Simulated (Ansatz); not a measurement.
```xyz
2

H     0.0000    0.0000   -0.8944
F     0.0000    0.0000    0.0994
```

Basis set: def2-TZVP (spherical functions). Frozen core: 1 orbital. Charge 0, multiplicity 1.

Computed with Ansatz (development build ahead of 0.2.0); each method stands on the lowest determinant of its kind that the runs found. Restricted open shells among the atoms or ions are ROHF, correlated in semicanonical orbitals with singles.

The atomization energy at this shape (free ground-state atoms in the same class of orbitals less the molecule, no zero-point energy) of singlet HF:

| method | atomization energy |
| --- | --- |
| RHF-MP2 | 5.87 eV |

(1) What does RHF give?

Answers

(1) 4.01 eV.
